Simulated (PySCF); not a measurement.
BiH₃Te₃, SMILES [TeH][Bi]([TeH])[TeH].

Coordinates come from a B3LYP-D3(BJ)/def2-SVP optimisation. The structure was generated by enumeration; whether it is a known compound was not checked. The def2 effective core potentials stand for the cores of Bi, Te; spin–orbit coupling is left out.

Computed with HF/def2-TZVP in PySCF.

Gas-phase values at a fixed geometry.

| Quantity | Value |
|---|---|
| total energy | -1016.39265 hartree |
| point group | C3 |
| highest occupied level | -8.34 eV |
| lowest empty level | 0.43 eV |
| orbital gap | 8.77 eV |
| dipole moment | 2.59 D |
| quadrupole, principal values (traceless, Buckingham form, about the centre of nuclear charge) | -1.95, -1.95, 3.89 D·Å |
| mean static polarisability | 180.4 bohr³ (26.73 Å³) |
| polarisability, principal values | 136.0, 202.6, 202.6 bohr³ |
